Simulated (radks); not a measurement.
Species: Lu. Configuration: [Xe] 4f13 5d1 6s2 6p1 (not the ground configuration). Method: Dirac Kohn-Sham, PBEsol, spin-unpolarised, spherical densities, finite nucleus; open shells fill j = l - 1/2 first; Fermi nuclear charge, rms radius 5.37 fm; computed with a radial shooting solver on a logarithmic mesh with Libxc functionals.

Normalised radial functions P(r) = r R(r) (large component), r in bohr:

```
   r/bohr * 5p3/2, o 5d5/2 (the largest magnitude, 0.98, reaches the edge; | marks zero, & curves that meet)
0.0008282                             &
 0.001141                             &
 0.001558                             &
 0.002146                             &
 0.002955                             &
  0.00407                             &
 0.005604                             o*
 0.007656                             o*
  0.01054                             o *
  0.01452                             o  *
     0.02                             o   *
  0.02732                             |o   *
  0.03762                             |o    *
  0.05181                             | o   *
  0.07135                             |  *o
  0.09825                          *  |    o
   0.1342                     *       |    o
   0.1848                     *       |  o
   0.2546                           o |*
   0.3506                      o      |           *
   0.4789                      o      |           *
   0.6595                         *  o|
   0.9083        *                    |        o
    1.251  *                          |                o
    1.723         *                   |                  o
    2.353                    *        |                o
    3.241                          *  |           o
    4.463                             *     o
    6.146                             * o
    8.396                             *o
    11.56                             &
    15.92                             &
```

5p3/2: eigenvalue -35.680 eV, 3 radial nodes at r = 0.0855, 0.248, 0.620 bohr, <r> = 1.39 bohr, 90 % of the charge inside 2.03 bohr. 5d5/2 (empty): eigenvalue -4.650 eV, 2 radial nodes at r = 0.226, 0.685 bohr, <r> = 2.32 bohr, 90 % of the charge inside 3.75 bohr.
